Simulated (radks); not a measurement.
The numbers below are computed, except where a source is named.
Cl+, configuration [Ne] 3s2 3p3 6p1 (not the ground configuration).

Code: a radial shooting solver on a logarithmic mesh with Libxc functionals. Model: scalar-relativistic Kohn-Sham, PBEsol, spin-polarised, spherical densities, finite nucleus; open shells are filled with parallel spins first; Fermi nuclear charge, rms radius 3.3654 fm.

Energy parts (hartree):
| part | energy |
|---|---|
| total | -459.50355 |
| kinetic | 461.56416 |
| electron-nucleus | -1083.50899 |
| Hartree | 189.17923 |
| exchange-correlation | -26.73795 |

Orbitals (lengths in bohr, moments of r in powers of bohr):
| orbital | occ. | eigenvalue (hartree) | <r^4> |
|---|---|---|---|
| 1s up | 1 | -101.9057 | 0.0003215 |
| 1s down | 1 | -101.8827 | 0.0003213 |
| 2s up | 1 | -10.20308 | 0.09964 |
| 2s down | 1 | -10.18078 | 0.09869 |
| 2p up | 3 | -7.97687 | 0.09103 |
| 2p down | 3 | -7.94623 | 0.08990 |
| 3s up | 1 | -1.61730 | 8.946 |
| 3s down | 1 | -1.46762 | 9.509 |
| 3p up | 3 | -1.13003 | 14.51 |
| 3p down | 0 | -0.98708 | 16.52 |
| 6p up | 1 | -0.08165 | 84550 |

The highest occupied level is 6p up at -2.222 eV. The configuration is held as typed, so some empty levels lie below it. The density falls to 0.001 e/bohr^3 at r = 3.34 bohr. The spin density at the nucleus is -0.3095 e/bohr^3 (1s -0.4630, 2s 0.1074, 3s 0.0460).
